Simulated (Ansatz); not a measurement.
Reaction (cleavage of the Si–Si bond): `C=C1C[SiH]1[SiH3]` + `NCS` → `NCS[SiH3]` + `C=C1C[SiH2]1`

Computed with Ansatz on PBE0-D4/def2-TZVP structures; ΔE is electronic, products minus reactants. CBS: MP2 limit from def2 TZ/QZ plus the TZ coupled-cluster correction, frozen cores. DFT in def2-TZVPP. B3LYP here is the variant with VWN-RPA as its local correlation; programs differ in this. Each species was taken in one conformer, which may not be the lowest.

```csv
level,ΔE (kJ/mol),difference from CCSD(T)/CBS
BLYP-D4,-39.9,3.7
BHLYP-D4,-46.1,-2.5
CAM-B3LYP-D4,-43.7,-0.1
BLYP,-38.8,4.8
B3LYP,-41.6,2.0
r2SCAN0,-43.0,0.6
HF/def2-SVP,-47.8,-4.2
MP2/def2-SVP,-42.4,1.2
HF/def2-TZVPP,-52.0,-8.4
MP2/CBS(def2),-51.2,-7.6
CCSD(T)/CBS,-43.6,0
```

Largest T1 diagnostic among the species: 0.013.

In def2-TZVPP, CCSD(T) changes the Hartree–Fock value by +11.2 kJ/mol (the triples alone add +0.9 kJ/mol) and MP2 by +3.7 kJ/mol. From PBE to PBE0 (25 % exact exchange), in def2-TZVPP and without D4, ΔE moves by −3.6 kJ/mol.
